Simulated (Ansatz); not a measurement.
Reaction (formal hydrolysis of the Si–Ga bond): `C#C[SiH2][GaH2]` + H₂O → `C#C[SiH2]O` + `[GaH3]`

Calculated with Ansatz (gas phase, PBE0-D4/def2-TZVP geometries, no zero-point term in ΔE). CBS: MP2 limit from def2 TZ/QZ plus the TZ coupled-cluster correction, frozen cores. This one scheme is used for every species. DFT in def2-TZVPP. For Ga outer-core shells are correlated without core-valence functions, which leaves a few kJ/mol of doubt a bond. Scalar relativity is left out up to krypton. One conformer a species, not always the lowest.

```csv
species,revPBE-D4 energy (Eh)
`C#C[SiH2][GaH2]`,-2293.31846
H₂O,-76.44108
`C#C[SiH2]O`,-443.29611
`[GaH3]`,-1926.48442
```

(1) Work out ΔE.

Largest T1 diagnostic among the species: 0.014.

Results:

(1) ΔE = (-443.29611) + (-1926.48442) − (-2293.31846) − (-76.44108) = -0.02099 Eh = -13.2 kcal/mol. CCSD(T)/CBS gives -16.9 kcal/mol.

The D4 term adds +1.1 kcal/mol with B3LYP and +0.6 kcal/mol with PBE0; it sums over pairs of atoms, weighted by their polarisabilities, and B3LYP, whose exchange is more repulsive, gets the larger term. In def2-TZVPP, CCSD(T) changes the Hartree–Fock value by +6.3 kcal/mol (the triples alone add +0.7 kcal/mol) and MP2 by +5.1 kcal/mol.

B3LYP here is the variant with VWN-RPA as its local correlation; programs differ in this.
